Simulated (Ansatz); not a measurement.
`C[SiH](N)BCl` → `BCl` + `C[Si]N` at 500 K and 1 bar (silylene formation by 1,1-elimination).

Calculated with Ansatz (gas phase, PBE0-D4/def2-TZVP geometries, no zero-point term in ΔE). CCSD(T)/CBS adds triple-zeta CCSD(T) − MP2 to the extrapolated MP2 energy (def2 sets, frozen cores). This one scheme is used for every species. Each species was taken in one conformer, which may not be the lowest.

```
       species  CCSD(T)/CBS energy (Eh)  H − E (kJ/mol)  S (J/(mol·K))
`C[SiH](N)BCl`               -870.68117           278.9          454.7
         `BCl`               -485.78909            75.1          258.0
      `C[Si]N`               -384.84019           197.4          342.6
```

H − E and S are ideal-gas, rigid-rotor, harmonic terms from PBE0-D4/def2-TZVP, for one conformer and one mirror image of each species. 1 Eh = 2625.50 kJ/mol, R = 8.31446 J/(mol·K).

Question: By hand: ΔE, ΔH, ΔS and ΔG.

Answer: ΔE = (-485.78909) + (-384.84019) − (-870.68117) = 0.05189 Eh = 136.2 kJ/mol. Δ(H − E) = 75.1 + 197.4 − 278.9 = -6.4, so ΔH = 129.8 kJ/mol. ΔS = 258.0 + 342.6 − 454.7 = 145.9 J/(mol·K). ΔG = 129.8 − 500 × (145.9)/1000 = 56.9 kJ/mol.

Question: By hand: the equilibrium constant, and the temperature at which ΔG would vanish if ΔH and ΔS stayed fixed.

Answer: log₁₀ K = −ΔG/(RT ln 10) = -5.9. ΔG = 0 at ΔH/ΔS = 890 K.

The number of gas molecules changes by +1, which sets the sign of ΔS. A doubt of 5 kJ/mol in ΔE shifts log₁₀ K by 0.5 here. Other conformers and mirror images would add mixing entropy, several J/(mol·K) or more a flexible species. Modes under 60 cm⁻¹, often nearly free rotors, make the harmonic entropy too high. These are equilibria of isolated gas molecules and say nothing of rates. Largest T1 diagnostic: 0.013 (customary marks: 0.02 for closed shells, 0.045 for open ones).
